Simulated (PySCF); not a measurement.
Question: What does the PBE0-D3(BJ)/def2-SVP structure of `Cl[C@@]1(Br)[SiH2]C1` look like in three dimensions?

Answer: 
Z-matrix in Å and degrees, rows numbered from 1:
```
Cl
C   1  1.7639
Br  2  1.9287  1  113.04
C   2  1.5264  1  115.35  3  -135.51
Si  4  1.8735  2   65.96  1  -112.95
H   4  1.0954  2  116.01  5  -112.48
H   4  1.0959  2  114.90  5   112.46
H   5  1.4813  2  118.44  4   104.92
H   5  1.4816  2  117.91  4  -104.83
```

Si5 (SiH2 silicon) has angles from 48.1° to 119.1°. The 3-membered ring C2–C4–Si5 has internal angles of 48.1° to 66.0°.

Method: PBE0-D3(BJ)/def2-SVP geometry optimisation, gas phase in PySCF.

Point group: C1 (no symmetry element, even within 0.4 Å). Whether it is a minimum is left open (no frequencies).

The run took 48 s wall on one thread, Arm Neoverse V1 (aarch64), shared host with 32 logical CPUs at a one-minute load of 32, and the process peaked at 0.46 GiB of memory. These figures are those of the optimisation.
